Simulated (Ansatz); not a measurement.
```xyz
10

C    -1.2643    1.4692    0.7176
Al   -0.4056   -0.2054    0.2174
B     0.2594   -2.0536   -0.1814
Si    1.6148   -1.0154   -0.8994
H    -1.4807    2.0773   -0.1646
H    -0.6234    2.0557    1.3809
H    -2.2070    1.2799    1.2376
H     0.0108   -3.2069   -0.0686
H     1.1786    0.4576   -0.6331
H     2.9175   -0.8585   -1.6064
```

Total charge 0; spin multiplicity 1.

List the PBE/def2-TZVPP orbital energies in eV (Ansatz). (Estimate.)

The calculation gave: Occupied: -1779.59, -1506.64, -268.81, -176.38, -137.35, -106.91, -94.12, -94.11, -93.99, -68.95, -68.95, -68.70, -17.21, -14.13, -10.78, -10.15, -10.07, -9.87, -8.20, -7.84, -5.75, -5.30. Lowest empty: -1.88, -1.44, -1.03, -0.94, 0.26, 0.56, 0.77, 1.26.
